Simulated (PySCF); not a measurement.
B(Cl)(OMe)(NH2) (CH5BClNO), SMILES COB(N)Cl. Geometry: B3LYP-D3(BJ)/def2-SVP. This is a generated structure with no PubChem entry under its InChIKey; it may be hypothetical. One conformer was computed; it need not be the lowest.

Calculation: PySCF with B3LYP-D3(BJ)/def2-SVP.

Harmonic wavenumbers (cm⁻¹): 129, 130, 223, 315, 395, 405, 523, 591, 671, 871, 1084, 1174, 1199, 1255, 1406, 1476, 1477, 1507, 1595, 2991, 3059, 3123, 3611, 3714. Rotational constants (GHz): 7.862, 2.424, 1.875; symmetry number 1.

Question: Work out the zero-point energy and the ideal-gas rigid-rotor harmonic-oscillator thermochemistry at 298.15 K and 1 atm.

Answer: ZPE = ½ Σ hcν = ½ × 32922 cm⁻¹ = 47.06 kcal/mol. H − E(el) = 51.67 kcal/mol. Entropy in cal/(mol K): translation 39.51, rotation 26.60, vibration 12.93, total 79.05. G − E(el) = 28.11 kcal/mol. Cp = 23.15 cal/(mol K). Modes under 150 cm⁻¹ make the vibrational entropy uncertain.
